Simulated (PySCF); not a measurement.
## Vibration and rotation of TmSi

ROHF constants of TmSi, quartet, about 13.0 electrons in the 4f shell (Mulliken), real f orbitals that mix terms (Tm x2c-SVPall, Si x2c-SVPall; spin-free X2C with a Gaussian nucleus (PySCF 2.14); masses 168.9342 and 27.9769 u):

| Item | Value |
| --- | --- |
| ωe | 119.1 cm⁻¹ |
| ωexe | 1.91 cm⁻¹ |
| Be | 0.071156 cm⁻¹ |
| αe | 0.00106 cm⁻¹ |

(1) What force constant and bond length do these constants imply?

(2) Estimate the centrifugal constant D from the Kratzer relation and find the Dunham coefficient a1.

These are scalar-relativistic numbers at best; spin–orbit coupling would shift them, the dissociation energy most. UHF is strongly spin-contaminated for TmSi, so the ROHF reference used there is far from stable. Hartree–Fock leaves out correlation, which carries a large part of most bond energies and some tenths to 1 eV of ionisation energies. The state is the lowest single determinant that the PBE0 search found; with open d or f shells the true ground state can be another one.

Answers

(1) Reduced mass μred = 24.002 u; k = 5.8918×10⁻⁷·μred·ωe² (u, cm⁻¹, mdyn/Å) = 0.201 mdyn/Å; Re = √(16.8576/(μred·Be)) (u, cm⁻¹, Å) = 3.142 Å.

(2) D = 4Be³/ωe² = 1.02e-07 cm⁻¹; a1 = −1 − αeωe/(6Be²) = -5.16.
